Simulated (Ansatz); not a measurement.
Isolated molecules relaxed with PBE0-D4/def2-TZVP in Ansatz; ΔE leaves out vibrations. CCSD(T)/CBS adds triple-zeta CCSD(T) − MP2 to the extrapolated MP2 energy (def2 sets, frozen cores). Functionals use def2-TZVPP. B3LYP here is the variant with VWN-RPA as its local correlation; programs differ in this. def2 core potentials past Kr. For Ge, Te outer-core shells are correlated without core-valence functions, which leaves a few kJ/mol of doubt a bond. Scalar relativity is left out up to krypton. Each species was taken in one conformer, which may not be the lowest.

Reaction (formal exchange of groups at a Ge–Te bond): `[GeH3][TeH]` + `N=C[SiH3]` → `N=[C]([SiH3])[GeH3]` + H₂Te

`[GeH3][TeH]`:

Z-matrix (Å, degrees):
```
Ge
Te 1 2.558
H 1 1.535 2 110.6
H 1 1.535 2 110.7 3 122.1
H 1 1.534 2 105.3 3 -119.0
H 2 1.658 1 91.6 3 -60.4
```

`N=C[SiH3]`:

Z-matrix (Å, degrees):
```
Si
C 1 1.889
H 1 1.488 2 108.9
H 1 1.481 2 109.8 3 -121.3
H 1 1.488 2 108.9 3 117.3
N 2 1.269 1 119.7 3 121.5
H 2 1.102 1 118.3 3 -58.6
H 6 1.023 2 111.5 1 180.0
```

`N=[C]([SiH3])[GeH3]`:

Z-matrix (Å, degrees):
```
Si
C 1 1.894
H 1 1.482 2 110.6
H 1 1.488 2 108.5 3 -121.7
H 1 1.488 2 108.5 3 121.7
Ge 2 1.986 1 120.4 3 179.2
N 2 1.273 1 117.2 3 -0.8
H 6 1.538 2 110.7 1 -61.2
H 6 1.540 2 106.2 1 179.2
H 6 1.538 2 110.8 1 59.4
H 7 1.025 2 112.5 1 -179.9
```

H₂Te:

Z-matrix (Å, degrees):
```
Te
H 1 1.656
H 1 1.656 2 90.4
```

| level | ΔE (kJ/mol) | difference from CCSD(T)/CBS |
| --- | --- | --- |
| PBE-D4 | 77.0 | -2.8 |
| ωB97M-V | 80.0 | 0.2 |
| PBE0 | 85.6 | 5.8 |
| B3LYP | 84.2 | 4.4 |
| SCS-MP2/def2-TZVPP | 79.7 | -0.1 |
| CCSD/def2-TZVPP | 77.5 | -2.3 |
| MP2/def2-QZVPP | 83.2 | 3.4 |
| SCS-MP2/def2-QZVPP | 82.7 | 2.9 |
| MP2/CBS(def2) | 85.2 | 5.4 |
| CCSD/CBS(def2) | 82.7 | 2.9 |
| CCSD(T)/CBS | 79.8 | 0 |

Largest T1 diagnostic among the species: 0.013.

From PBE to PBE0 (25 % exact exchange), in def2-TZVPP and without D4, ΔE moves by +5.6 kJ/mol. The D4 term adds −4.6 kJ/mol with B3LYP and −2.7 kJ/mol with PBE0; it sums over pairs of atoms, weighted by their polarisabilities, and B3LYP, whose exchange is more repulsive, gets the larger term. In def2-TZVPP, CCSD(T) changes the Hartree–Fock value by −21.1 kJ/mol (the triples alone add −2.9 kJ/mol) and MP2 by −15.6 kJ/mol.
